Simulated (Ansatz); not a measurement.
Consider the formal exchange of groups at the Si–Si bond: `O[SiH2][SiH](F)S` + `N/C(Cl)=C\O` → `O/C=C(\Cl)[SiH2]O` + `N[SiH](F)S`.

Calculated with Ansatz (gas phase, PBE0-D4/def2-TZVP geometries, no zero-point term in ΔE). CCSD(T)/CBS is the MP2 limit (def2-TZVPP, def2-QZVPP) plus CCSD(T) − MP2 in def2-TZVPP, frozen cores. Double bonds are as drawn, so ΔE can hold a change between cis and trans. DFT in def2-TZVPP. B3LYP here is the variant with VWN-RPA as its local correlation; programs differ in this. One conformer a species, not always the lowest.

`O[SiH2][SiH](F)S`:

Cartesian coordinates in Å:
```
O -1.984 -0.888 0.320
Si -0.532 -1.293 -0.353
Si 1.024 0.369 0.221
F 2.439 0.130 -0.494
S 0.106 2.181 -0.440
H -2.262 0.026 0.228
H -0.600 -1.383 -1.839
H -0.166 -2.621 0.196
H 1.302 0.510 1.672
H 0.674 2.969 0.488
```

`N/C(Cl)=C\O`:

Cartesian coordinates in Å:
```
N -0.604 0.789 -0.714
C 0.504 0.061 -0.258
Cl 2.048 0.248 -1.048
C 0.377 -0.771 0.776
O -0.786 -0.953 1.421
H -0.846 0.568 -1.673
H -0.466 1.790 -0.643
H 1.199 -1.355 1.166
H -1.427 -0.377 0.973
```

`O/C=C(\Cl)[SiH2]O`:

Z-matrix (Å, degrees):
```
Si
O 1 1.644
C 1 1.848 2 113.3
H 1 1.486 2 110.0 3 -121.4
H 1 1.482 2 106.6 3 117.1
H 2 0.958 1 117.9 3 73.1
C 3 1.338 1 124.9 2 113.5
Cl 3 1.751 1 118.0 2 -66.6
O 7 1.332 3 126.9 1 179.3
H 7 1.085 3 120.3 1 -0.5
H 9 0.969 7 108.2 3 0.3
```

`N[SiH](F)S`:

Z-matrix (Å, degrees):
```
Si
F 1 1.602
S 1 2.122 2 106.4
N 1 1.688 2 115.9 3 -117.7
H 1 1.477 2 105.1 3 123.0
H 3 1.344 1 93.8 2 29.0
H 4 1.006 1 122.0 2 -87.7
H 4 1.006 1 122.7 2 73.2
```

Problem. Is it downhill or uphill in electronic energy at CCSD(T)/CBS, and by how much? (Best estimate.)

Solution. Ansatz gave: Downhill: ΔE = -39.3 kcal/mol.

Problem. What do these levels give: r2SCAN-D4, B3LYP-D4, r2SCAN, PBE0, CCSD(T)/def2-TZVPP, MP2/CBS(def2)? (Estimate.)

Solution. Computed: r2SCAN-D4 -37.0, B3LYP-D4 -36.5, r2SCAN -37.0, PBE0 -33.9, CCSD(T)/def2-TZVPP -38.5, MP2/CBS(def2) -42.1 kcal/mol.

Largest T1 diagnostic among the species: 0.013.

From PBE to PBE0 (25 % exact exchange), in def2-TZVPP and without D4, ΔE moves by −2.5 kcal/mol.
